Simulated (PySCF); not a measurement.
CH5MoNS2, SMILES [CH3][Mo](=[NH])(=[S])[SH], multiplicity 1.

Geometry: B3LYP-D3(BJ)/def2-SVP. The multiplicity is an assumed one; no other spin state was optimised. The structure was generated by enumeration; whether it is a known compound was not checked. The def2 effective core potentials stand for the cores of Mo; spin–orbit coupling is left out. The values are those of a single conformer.

Two levels are set side by side: PBE/def2-TZVP (PySCF) and CAM-B3LYP/def2-TZVP (PySCF). Same geometry, gas phase. Differences are taken from unrounded values.

```tsv
quantity	CAM-B3LYP
orbital gap (eV)	6.99
highest occupied level (eV)	-8.87
lowest empty level (eV)	-1.88
dipole moment (D)	2.34
mean polarisability (bohr³)	104.1
```

Problem. What does PBE give, and how far is it from CAM-B3LYP? (Estimate from the structure and the level; the computed values follow.)

Solution. 
```json
[
 {"quantity": "orbital gap (eV)", "PBE": "2.89", "PBE minus CAM-B3LYP": "-4.10"},
 {"quantity": "highest occupied level (eV)", "PBE": "-6.49", "PBE minus CAM-B3LYP": "2.38"},
 {"quantity": "lowest empty level (eV)", "PBE": "-3.60", "PBE minus CAM-B3LYP": "-1.72"},
 {"quantity": "dipole moment (D)", "PBE": "2.25", "PBE minus CAM-B3LYP": "-0.08"},
 {"quantity": "mean polarisability (bohr³)", "PBE": "106.4", "PBE minus CAM-B3LYP": "2.3"}
]
```

Without exact exchange PBE keeps part of each electron's self-repulsion, which lifts occupied levels and narrows the gap. Differences between two approximate levels are no errors against the true value.

Rough cost on one machine, each run with all the roots and properties that it gave: CAM-B3LYP against PBE within a factor of 2.
